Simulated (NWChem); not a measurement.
Species: C₂H₄BF₂N; SMILES C=C(F)B(N)F

```xyz
10

C     -1.2007    -1.5387     0.1843
C     -0.0880    -0.8087    -0.0248
F      1.0812    -1.4503    -0.2770
B      0.0345     0.7666     0.0253
N     -1.0713     1.6095    -0.1666
F      1.2428     1.3140     0.2713
H     -1.1812    -2.6389     0.1504
H     -2.1524    -1.0398     0.4155
H     -1.9953     1.2704    -0.4274
H     -0.9976     2.6245    -0.0942
```
Atoms are numbered in this order, from 1.

All runs: NWChem. Pople sets run with spherical d functions. Structure relaxed at the PBE-D3(BJ)/def2-SVP level. B3LYP is NWChem's, with the RPA form of VWN correlation. Atomic charges in e: unrestrained fits to the electrostatic potential beside Mulliken populations; buried atoms are poorly determined by the fit.

For level Hartree-Fock/6-31G*:

```yaml
Mulliken C1: -0.48
Mulliken C2: 0.33
Mulliken F3: -0.45
ESP B4: 0.77
Mulliken B4: 0.80
ESP N5: -1.06
Mulliken N5: -0.96
```

Q: What are these values for level B3LYP/def2-SVP?

A: The Mulliken C1 comes out as -0.08 and the Mulliken C2 is 0.21. The Mulliken F3 is -0.22. The ESP B4 is 0.53 and the Mulliken B4 comes out as -0.03. The ESP N5 is -0.81. The Mulliken N5 is -0.09.
